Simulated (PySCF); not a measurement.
Titanium: a sound run and one with changed settings

Sound run: Ti [Ar] 3d2 4s2, Ti⁺ [Ar] 3d2 4s1. All numbers are calculated (PySCF 2.14, no relativity, point nucleus, in def2-SVP (5s3p2d1f, 31 functions)). In the sound run the correlated levels freeze [Ar]. The sound run starts from symmetry-adapted Hartree-Fock orbitals and uses a fine grid where one is needed.

Changed run: the spin-free X2C one-electron Hamiltonian (Gaussian nucleus). This setting is unsound on purpose.

```
species  method  sound run (hartree)  changed run (hartree)  converged
     Ti     UHF           -848.28729             -851.98077        yes
     Ti    PBE0           -849.03273             -852.72648        yes
     Ti    TPSS           -849.25370             -852.94738        yes
     Ti     MP2           -848.31511             -852.00879        yes
    Ti⁺     UHF           -848.08412             -851.77604        yes
    Ti⁺    PBE0           -848.79198             -852.48375        yes
    Ti⁺    TPSS           -849.01381             -852.70551        yes
    Ti⁺     MP2           -848.08971             -851.78163        yes
```

Ionisation energy of Ti:

```tsv
method	sound run (eV)	changed run (eV)
UHF	5.529	5.571
PBE0	6.551	6.605
TPSS	6.528	6.582
MP2	6.134	6.181
SCS-MP2	6.252	6.301
```

Most of the change in total energy is the relativistic energy itself. On top of that the contraction fixes the core shape for the Hamiltonian it was made with, so the changed run is not a good calculation with the other Hamiltonian either.

For comparison, NIST gives 6.828 eV between the lowest levels.
